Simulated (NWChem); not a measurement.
tetralin (C10H12); SMILES c1ccc2c(c1)CCCC2

```xyz
22

C      0.0179    -0.6973    -2.5730
C     -0.0179     0.6973    -2.5730
C     -0.0369     1.3816    -1.3629
C     -0.0200     0.7027    -0.1371
C      0.0200    -0.7027    -0.1371
C      0.0369    -1.3816    -1.3629
C      0.0812    -1.4863     1.1537
C     -0.3425    -0.6798     2.3742
C      0.3425     0.6798     2.3742
C     -0.0812     1.4863     1.1537
H      0.0305    -1.2500    -3.5158
H     -0.0305     1.2500    -3.5158
H     -0.0653     2.4757    -1.3600
H      0.0653    -2.4757    -1.3600
H     -0.5284    -2.3998     1.0583
H      1.1203    -1.8370     1.2976
H     -0.1097    -1.2391     3.2942
H     -1.4377    -0.5349     2.3645
H      1.4377     0.5349     2.3645
H      0.1097     1.2391     3.2942
H     -1.1203     1.8370     1.2976
H      0.5284     2.3998     1.0583
```
Atoms are numbered in this order, from 1.

All runs: NWChem. Pople sets run with spherical d functions. The geometry was optimised at PBE0/def2-SVP. No frequency run checked for a minimum. COSMO at PBE0/6-31G*, default radii, gas-phase geometry; f = (ε − 1)/ε scales the surface charges.

```csv
row,f,electrostatic solvation energy (kcal/mol)
ε = 2.0,0.5000,-1.52
ε = 3.9,0.7436,withheld
ε = 11.7,0.9145,-2.94
ε = 37.5,0.9733,-3.15
ε = 78.4,0.9872,-3.20
```

Problem. Fit a straight line of the last column on the one before it, predict the withheld value, and compare with the run.

Solution. 
1. Means of the 4 shown rows: x = 0.84375, y = -2.702. Slope Σ(x − x̄)(y − ȳ)/Σ(x − x̄)² = -0.5526/0.1605 = -3.443; intercept 0.203.
2. The shown rows scatter about the line by 0.004 (root mean square); the largest residual is +0.01, at ε = 11.7.
3. At x = 0.7436 (ε = 3.9; inside the shown range) the line gives -2.36.
4. The run gives -2.33, +0.03 from the line.
